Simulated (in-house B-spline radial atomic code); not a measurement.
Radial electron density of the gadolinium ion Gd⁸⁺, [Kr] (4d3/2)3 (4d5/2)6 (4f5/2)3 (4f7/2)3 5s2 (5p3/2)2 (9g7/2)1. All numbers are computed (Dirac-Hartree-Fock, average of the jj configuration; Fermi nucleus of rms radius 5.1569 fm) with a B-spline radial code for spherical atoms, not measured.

Columns: r (bohr), 4πr²n(r) (electrons per bohr), bar.

```
0.000854    3.216 #
  0.0011     4.88 ##
 0.00141    7.279 ###
 0.00182    10.85 ####
 0.00233    15.74 ######
   0.003    22.59 #########
 0.00386     31.6 ############
 0.00496    42.78 #################
 0.00638    55.73 ######################
  0.0082       69 ###########################
  0.0105    80.15 ################################
  0.0136    86.81 ##################################
  0.0174    86.61 ##################################
  0.0224    81.26 ################################
  0.0288    76.95 ##############################
  0.0371    81.75 ################################
  0.0477    97.11 ######################################
  0.0613    111.5 ############################################
  0.0788    108.9 ###########################################
   0.101    92.01 ####################################
    0.13    84.94 ##################################
   0.167    96.62 ######################################
   0.215    95.18 ######################################
   0.277    63.92 #########################
   0.356    41.73 ################
   0.458    46.59 ##################
   0.588    45.39 ##################
   0.757    27.72 ###########
   0.973     13.5 #####
    1.25    7.092 ###
    1.61    2.969 #
    2.07   0.6604 
    2.66    0.057 
    3.42  0.04597 
     4.4 0.003176 
    5.65  0.05729 
    7.27 0.0009225 
    9.34  0.07033 
      12  0.06039 
    15.4   0.1192 
    19.9  0.00562 
    25.5 1.391e-05 
    32.8 3.368e-10 
      42 9.319e-12
```

On this grid the curve has 7 maxima, near 0.0136, 0.0613, 0.167, 0.458, 5.65, 9.34, 15.4 bohr.

The 4d5/2 radial function P(r) = rR(r), positive near the nucleus, with its small component Q(r) (sign convention: Q ≈ (P' + κP/r)/2c):

```
r (bohr)         P          Q
  0.0082  0.002496  -0.000192
  0.0136  0.009996  -0.000761
  0.0224   0.03663   -0.00275
  0.0371    0.1215   -0.00897
  0.0613    0.3329   -0.02417
   0.101    0.6693   -0.04866
   0.167    0.7587   -0.06203
   0.277  -0.07978   -0.03083
   0.458    -1.274    0.01932
   0.757    -1.138    0.02421
    1.25   -0.3031   0.006162
    2.07  -0.01736  0.0003252
```
